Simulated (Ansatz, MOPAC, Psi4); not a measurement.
System: NO2, charge 0, multiplicity 2. SMILES: [O][N][O]
Geometry: optimised at B3LYP-D3(BJ)/def2-TZVP (Ansatz, a first-principles code).

Quantity: vertical ionisation energy to the singlet, in eV. Conventions: frozen cores in correlated levels; UHF or UKS for open shells; 6-31G* and kin with 6d, 5d where marked; 6-311+G** with 5d; PM7 with its own dispersion and hydrogen-bond terms; each state is the SCF solution reached for its charge and spin; dispersion terms only where a functional's name holds one; no spin-orbit coupling; non-relativistic. First-principles rows: single points at B3LYP-D3(BJ) geometries (Ansatz). Semi-empirical rows: differences of heats of formation at the shared geometry for vertical values. A UHF reference is markedly spin-contaminated in at least one set, which strains HF and MP2.

| level | program | vertical ionisation energy to the singlet (eV) |
|---|---|---|
| AM1 | MOPAC | 11.83 |
| PM3 | MOPAC | 10.47 |
| PM6 | MOPAC | 10.81 |
| PM7 | MOPAC | 10.70 |
| HF/6-31G* | Ansatz | 12.25 |
| PBE/6-31G* | Ansatz | 10.92 |
| PBE/6-311+G** | Ansatz | 11.20 |
| B3LYP/3-21G | Ansatz | 11.32 |
| B3LYP/6-31G* | Ansatz | 11.50 |
| B3LYP/6-311+G** | Ansatz | 11.75 |
| wB97X-D/6-31G* | Psi4 | 11.60 |
| MP2/6-31G* | Ansatz | 10.12 |
| MP2/6-311+G** | Ansatz | 10.24 |
| wB97X-V/def2-TZVPD | Ansatz | 11.63 |

No value to compare with is used here. The 13 habitual levels span 10.12 (MP2/6-31G*) to 12.25 eV (HF/6-31G*); wB97X-V/def2-TZVPD gives 11.63.

The levels are drawn from those run, B3LYP/6-31G* more often than the rest, none by its result; left out are runs that failed, that the program found above a lower state of the same kind, or whose <S^2> lies over 0.5 above the pure value.
